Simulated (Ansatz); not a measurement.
Ag4H4⁺. The state is a doublet with charge 1. Geometry r2SCAN-D4/def2-SVP; atoms count from 1.

| atom | x (Å) | y (Å) | z (Å) |
| --- | --- | --- | --- |
| Ag1 | 0.248 | -1.651 | -0.105 |
| Ag2 | -2.006 | -0.246 | -0.874 |
| Ag3 | 2.007 | 0.246 | 0.874 |
| Ag4 | -0.248 | 1.650 | 0.105 |
| H5 | -1.332 | -1.885 | -0.799 |
| H6 | 1.841 | -1.497 | 0.583 |
| H7 | 1.332 | 1.885 | 0.799 |
| H8 | -1.841 | 1.497 | -0.583 |

In the def2 sets Ag takes a core potential; there is no spin–orbit coupling. The structure comes from a short search, and lower isomers may exist.

(1) Estimate the Mulliken populations from the PBE0/def2-TZVP orbitals of Ansatz.

(2) Where does the spin sit?

(3) And the Mayer bond orders between heavy atoms (over 0.3)?

Results:

(1) 
```
atom  charge (e)  spin (α − β)  d electrons
 Ag1        0.27          0.27         9.73
 Ag2        0.18          0.04         9.83
 Ag3        0.18          0.04         9.83
 Ag4        0.27          0.27         9.73
  H5        0.02          0.10            –
  H6        0.02          0.10            –
  H7        0.02          0.10            –
  H8        0.02          0.10            –
```
Mulliken values depend strongly on the basis.

(2) Summed by element: Ag 0.61, H 0.39, of 1 unpaired in all. Largest on single atoms: Ag4 0.27, Ag1 0.27, H7 0.10.

(3) Ag1–Ag2 0.37 (2.77 Å); Ag1–Ag3 0.37 (2.77 Å); Ag2–Ag4 0.37 (2.77 Å); Ag3–Ag4 0.37 (2.77 Å).
